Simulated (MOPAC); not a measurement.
A run for MOPAC: PM6 on TaAl, 2S+1 = 5, a spin state set in the input, which need not be the lowest, a point of a bond scan (R = 2.712 Å).

```
PM6 1SCF PRECISE CHARGE=0 UHF MS=2 THREADS=1
AlTa

Ta     0.00000000 1     0.00000000 1     0.00000000 1
Al     0.00000000 1     0.00000000 1     2.71202000 1
```

It printed:

```
*******************************************************************************
 **                                                                           **
 **                              MOPAC v23.2.5                                **
 **                                                                           **
 *******************************************************************************
 ** MOPAC's Digital Object Identifier: https://doi.org/10.5281/zenodo.6511958 **
 **                                                                           **
 ** Please cite the open-source release paper for use of this MOPAC version:  **
 ** J. E. Moussa and J. J. P. Stewart (2026)                                  **
 ** MOPAC: An open-source semiempirical molecular orbital program             **
 ** J. Open Source Softw., 11(119), 8025, https://doi.org/10.21105/joss.08025 **
 *******************************************************************************

                              PM6 CALCULATION RESULTS

 *******************************************************************************
 *  PM6        - The PM6 Hamiltonian to be used
 *  UHF        - UNRESTRICTED HARTREE-FOCK CALCULATION
 *
 *
 *
 *                 CHARGE ON SYSTEM = 0
 *
 *
 *
 *  MS=        - IN MECI, MAGNETIC COMPONENT OF SPIN =  2.0
 *  PRECISE    - TIGHTER CRITERIA TO BE USED
 *  1SCF       - DO 1 SCF AND THEN STOP
 *  THREADS=1  - MULTI-THREADING NOT USED
 *  T=         - A TIME OF 172800.0 SECONDS REQUESTED
 *  DUMP=N     - RESTART FILE WRITTEN EVERY 7200.0 SECONDS REQUESTED
 *******************************************************************************
PM6 1SCF PRECISE CHARGE=0 UHF MS=2 THREADS=1
 AlTa

   ATOM   CHEMICAL          X               Y               Z
  NUMBER   SYMBOL      (ANGSTROMS)     (ANGSTROMS)     (ANGSTROMS)

     1      Ta          0.00000000  *   0.00000000  *   0.00000000  *
     2      Al          0.00000000  *   0.00000000  *   2.71202000  *



          CARTESIAN COORDINATES

    NO.       ATOM           X           Y           Z

     1        Ta          0.0000      0.0000      0.0000
     2        Al          0.0000      0.0000      2.7120

 General Reference for PM6:
 "Optimization of Parameters for Semiempirical Methods V: Modification of NDDO Approximations
 and Application to 70 Elements", J. J. P. Stewart, J. Mol. Mod., 13, 1173-1213 (2007)
 URL: https://link.springer.com/article/10.1007/s00894-007-0233-4

           Empirical Formula: Ta Al  =     2 atoms



      MOLECULAR POINT GROUP   :   C*v


          UHF CALCULATION, NO. OF ALPHA ELECTRONS =    6
                           NO. OF BETA  ELECTRONS =    2

 -------------------------------------------------------------------------------
 PM6 1SCF PRECISE CHARGE=0 UHF MS=2 THREADS=1
 AlTa



     1SCF WAS SPECIFIED, SO BFGS WAS NOT USED
     SCF FIELD WAS ACHIEVED


                              PM6 CALCULATION
                                                       MOPAC v23.2.5 Linux




          FINAL HEAT OF FORMATION =        167.87901 KCAL/MOL =     702.40579 KJ/MOL


          COSMO AREA              =        119.22 SQUARE ANGSTROMS
          COSMO VOLUME            =        113.34 CUBIC ANGSTROMS

          IONIZATION POTENTIAL    =          6.181941 EV
          ALPHA SOMO LUMO (EV)    =         -6.182  2.008
          BETA  SOMO LUMO (EV)    =         -6.444  1.224
          NO. OF ALPHA ELECTRONS  =          6
          NO. OF BETA  ELECTRONS  =          2
          MOLECULAR WEIGHT        =        207.9294         POINT GROUP:  C*v

          MOLECULAR DIMENSIONS (Angstroms)

            Atom       Atom       Distance
           Al     2   Ta     1     2.71202
           Al     2   Ta     1     0.00000
           Ta     1   Al     2     0.00000


          SCF CALCULATIONS        =          1





   ATOM   CHEMICAL          X               Y               Z
  NUMBER   SYMBOL      (ANGSTROMS)     (ANGSTROMS)     (ANGSTROMS)

     1      Ta          0.00000000  *   0.00000000  *   0.00000000  *
     2      Al          0.00000000  *   0.00000000  *   2.71202000  *

                             CARTESIAN COORDINATES

   1   Ta        0.000000000     0.000000000     0.000000000
   2   Al        0.000000000     0.000000000     2.712020000


           Empirical Formula: Ta Al  =     2 atoms



      MOLECULAR POINT GROUP   :   C*v


          ALPHA EIGENVALUES
 -11.28189  -7.82986  -7.30860  -6.73247  -6.73247  -6.18194   2.00811   2.00811
   2.89914   5.06725  46.78299  46.78299  47.10386 115.25803 115.26882 115.40147
 115.40147 115.42155


           BETA EIGENVALUES
 -10.25269  -6.44390   1.22415   1.26107   1.26107   4.62423   5.28045   5.82054
   5.82054   7.48518  51.14768  51.26014  51.26014 117.65316 117.65387 119.81377
 119.81377 120.44043


              NET ATOMIC CHARGES AND DIPOLE CONTRIBUTIONS

  ATOM NO.   TYPE          CHARGE      No. of ELECS.   s-Pop       p-Pop       d-Pop
    1         Ta          -0.084480        5.0845     1.88821     0.00018     3.19609
    2         Al           0.084480        2.9155     1.80799     1.10087     0.00666
 DIPOLE           X         Y         Z       TOTAL
 POINT-CHG.     0.000     0.000     1.100     1.100
 HYBRID         0.000     0.000    -0.817     0.817
 SUM            0.000     0.000     0.283     0.283


          ATOMIC ORBITAL ELECTRON POPULATIONS

     Atom    s        px        py        pz      x^2-y^2     xz        z^2       yz        xy
    1 Ta   1.88821   0.00000   0.00000   0.00017   0.99979   0.80189   0.59251   0.80189   0.00000
    2 Al   1.80799   0.19631   0.19631   0.70825   0.00021   0.00179   0.00287   0.00179   0.00000


                    (SZ)    =    2.000000
                    (S**2)  =    6.015528


          ATOMIC ORBITAL SPIN POPULATIONS

    Atom   Total    s     px     py     pz   x^2-y^2  xz     z^2    yz     xy
         Atomic
    1 Ta  3.0601  0.083  0.000  0.000  0.000  1.000  0.802  0.374  0.802  0.000
    2 Al  0.9399 -0.025  0.196  0.196  0.568  0.000  0.002  0.000  0.002  0.000

 **********************
 *                    *
 * JOB ENDED NORMALLY *
 *                    *
 **********************




 == MOPAC DONE ==
```

The run finished.

Cost: around 0.04 core-seconds (rough).
